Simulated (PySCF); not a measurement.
# `[C-]#[N+]C1=CC=C[SiH2]1`, C5H5NSi

Geometry:
```tsv
atom	x (Å)	y (Å)	z (Å)
C1	3.471	0.134	-0.121
N2	2.301	0.174	-0.087
C3	0.962	0.139	-0.043
C4	0.177	1.234	-0.096
C5	-1.247	0.980	-0.033
C6	-1.629	-0.302	0.070
Si7	-0.119	-1.428	0.103
H8	0.556	2.243	-0.180
H9	-1.933	1.814	-0.070
H10	-2.666	-0.588	0.123
H11	0.103	-2.112	1.374
H12	0.026	-2.288	-1.068
```

Theory: quadratic response CAM-B3LYP/def2-SVPD first hyperpolarisability, Taylor convention, gas phase (PySCF). Geometry: GFN2-xTB.

What is the first hyperpolarisability, and how does it disperse?

In 10⁻³⁰ esu, Taylor convention; the vector part is βᵢ = ⅓ Σⱼ (βᵢⱼⱼ + βⱼᵢⱼ + βⱼⱼᵢ); β∥ is 3/5 of the vector part along the dipole, the dipole points from − to +:
| process | λ (nm) | β vector norm | β∥ | β HRS | depolarisation ratio |
| --- | --- | --- | --- | --- | --- |
| static β(0;0,0) | ∞ | 1.40 | 0.79 | 0.75 | 2.85 |
| second harmonic β(−2ω;ω,ω) | 1907 | 1.45 | 0.82 | 0.78 | 2.83 |
| Pockels β(−ω;ω,0) | 1907 | 1.42 | 0.80 | – | – |
| second harmonic β(−2ω;ω,ω) | 1064 | 1.57 | 0.90 | 0.86 | 2.81 |
| Pockels β(−ω;ω,0) | 1064 | 1.45 | 0.82 | – | – |

Which lowest excitations, dipole and polarisabilities go with it?

S1 4.02 eV (f = 0.141); S2 5.15 eV (f = 0.000); S3 5.97 eV (f = 0.002); dipole 4.12 D; isotropic α 88.6 au static, 89.1 au at 1907 nm, 90.1 au at 1064 nm, 90.5 au at 953.5 nm, 95.4 au at 532 nm.
